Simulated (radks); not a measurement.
All-electron atom: the iodine ion I4+ in [Kr] 4d10 5s2 5p1. Calculated with a radial shooting solver on a logarithmic mesh with Libxc functionals: scalar-relativistic Kohn-Sham, PBE, spin-polarised, spherical densities, point nucleus; open shells are filled with parallel spins first (spin-orbit coupling, left out, can overturn this in heavy ions).

Normalised radial functions P(r) = r R(r), r in bohr:

| r | 4p down | 5s up |
|---|---|---|
| 0.0009499 | 0.0012 | 0.0253 |
| 0.001452 | 0.0024 | 0.0363 |
| 0.0022 | 0.0050 | 0.0510 |
| 0.003362 | 0.0105 | 0.0704 |
| 0.005097 | 0.0217 | 0.0931 |
| 0.007788 | 0.0447 | 0.1161 |
| 0.01181 | 0.0881 | 0.1295 |
| 0.01804 | 0.1670 | 0.1160 |
| 0.02735 | 0.2866 | 0.0542 |
| 0.04179 | 0.4275 | -0.0661 |
| 0.06335 | 0.4820 | -0.1887 |
| 0.0968 | 0.2609 | -0.1769 |
| 0.1467 | -0.2925 | 0.0682 |
| 0.2242 | -0.7279 | 0.3099 |
| 0.3399 | -0.2466 | 0.0655 |
| 0.5194 | 0.9101 | -0.4352 |
| 0.7873 | 1.2682 | -0.2033 |
| 1.203 | 0.6287 | 0.6302 |
| 1.824 | 0.1225 | 0.8580 |
| 2.787 | 0.0067 | 0.3757 |
| 4.224 | 0.0001 | 0.0516 |
| 6.455 | 0.0000 | 0.0013 |

4p down: eigenvalue -172.53 eV, 2 radial nodes at r = 0.120, 0.374 bohr, <r> = 0.790 bohr, 90 % of the charge inside 1.15 bohr. 5s up: eigenvalue -58.013 eV, 4 radial nodes at r = 0.0338, 0.134, 0.358, 0.877 bohr, <r> = 1.79 bohr, 90 % of the charge inside 2.55 bohr.
